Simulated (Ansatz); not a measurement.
Basis sets compared for the cluster Fe3S2 (the lowest singlet isomer of a short search). The state is a singlet with charge 0. Geometry B3LYP-D4/def2-SVP. Ansatz on 4 threads of AMD EPYC 7B13 on a shared host; times are rough, and most runs start from earlier orbitals.

| atom | x (Å) | y (Å) | z (Å) |
| --- | --- | --- | --- |
| Fe1 | 1.0216 | 0.1861 | 0.4283 |
| Fe2 | -0.2305 | -1.4298 | 0.4994 |
| Fe3 | -1.0441 | 0.2573 | -0.3254 |
| S4 | -0.2552 | 1.8482 | 0.8733 |
| S5 | 0.5082 | -0.8618 | -1.4756 |

The restricted singlet is unstable towards broken spin symmetry in Hartree–Fock (as tested in another run); at PBE-D4/def2-SVP, PBE-D4/def2-TZVP, PBE0-D4/def2-SVP, PBE0-D4/def2-TZVP this wasn't settled. No other spin state of charge 0 was run. Another isomer (singlet) lies 0.31 eV lower at PBE0-D4/def2-TZVP; other spin states weren't run for this one.

Binding counts from free atoms (Fe quintet, S triplet) in the same basis, without a counterpoise term.

```
           level  functions  energy (Eh)  HOMO (eV)  LUMO (eV)  binding per atom (eV)  wall time
 PBE-D4/def2-SVP        129   -4585.7828      -3.47      -3.36                   2.75      2.1 s
PBE0-D4/def2-SVP        129   -4585.6341      -5.01      -2.20                   0.98      5.5 s
```

(1) Estimate the rows for PBE-D4/def2-TZVP (with forces), PBE0-D4/def2-TZVP.

Answers

(1) 
```
                         level  functions  energy (Eh)  HOMO (eV)  LUMO (eV)  binding per atom (eV)  wall time
PBE-D4/def2-TZVP (with forces)        209   -4586.6290      -4.13      -3.96                   2.69        4 s
             PBE0-D4/def2-TZVP        209   -4586.4610      -5.59      -2.77                   1.13       24 s
```
